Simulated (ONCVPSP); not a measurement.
**vanadium (V): one change to an ONCV potential, before and after**

* Element: vanadium (V)
* Generator: ONCVPSP 4.0.1
* Type: optimised norm-conserving Vanderbilt (ONCV)
* Functional: PBE
* Relativity: scalar-relativistic
* Frozen core: [Ne]
* Valence charge: 13
* Reference configuration: 3s2 3p6 3d3 4s2
* Partial waves: 3s+4s: rc 1.65 bohr, ncon 4, nbas 7, qcut 7 1/bohr, 2 projectors; 3p: rc 1.55 bohr, ncon 4, nbas 9, qcut 8.4 1/bohr, 2 projectors, debl 2.9 Ha; 3d: rc 2.10 bohr, ncon 3, nbas 7, qcut 6.9 1/bohr, 2 projectors, debl 3.2 Ha
* Local potential: polynomial inside 1.40 bohr (lpopt 5, dvloc0 3 Ha)
* Core correction: polynomial model core, fcfact 0.35

All-electron outer shells of the reference configuration (PBE, scalar-relativistic, ld1.x):

```tsv
shell	level (eV)	outermost node (bohr)	outermost maximum (bohr)
2p	-503.16	–	0.21
3s	-70.24	0.38	0.82
3p	-44.04	0.35	0.84
3d	-5.16	–	0.90
4s	-4.70	1.17	2.76
```

Change: d: debl 2.15.

Cutoffs: the cutoffs (Ha) at which the residual kinetic energy of the hardest occupied pseudo-wave falls to 1 and 0.1 mHa per electron; they do not see the model core or the augmentation charge, which bear on the density cutoff. Errors are all-electron minus pseudo energies relative to the spin-unpolarised reference configuration.

Problem. What does the change do?

Solution. The potential gets neither clearly harder nor softer (23 Ha and 27 Ha → 23 Ha and 27 Ha); the errors of the 4 common tests hardly move; the range in which the d phases agree widens (upper end 1.0 → 4.8); neither file shows a bound ghost.

| quantity | base | changed |
| --- | --- | --- |
| cutoff, loose | 23 Ha | 23 Ha |
| cutoff, tight | 27 Ha | 27 Ha |
| bound ghosts | none | none |
| GHOST(+) flags under 300 eV | none | none |
| error for 3s2 3p6 3d3 4s1, meV [ΔE 7.74 eV] | +0.1 | +0.2 |
| error for 3s2 3p6 3d3 4s0, meV [ΔE 22.03 eV] | -4.7 | -4.2 |
| error for 3s2 3p6 3d2 4s0, meV [ΔE 50.93 eV] | +140 | +146 |
| error for 3s2 3p6 3d2 4s2, meV [ΔE 10.97 eV] | +173 | +175 |
| s: phases at 1.68 bohr within 0.05 rad from the reference energy up to (Ha; the scan ends near 5) | to the end of the scan | to the end of the scan |
| p: phases at 1.58 bohr within 0.05 rad from the reference energy up to (Ha; the scan ends near 5) | to the end of the scan | to the end of the scan |
| d: phases at 2.13 bohr within 0.05 rad from the reference energy up to (Ha; the scan ends near 5) | 1.0 | 4.8 |
| rms error of d²Exc/dni dnj with the model core, mHa | 1.73 | 1.73 |
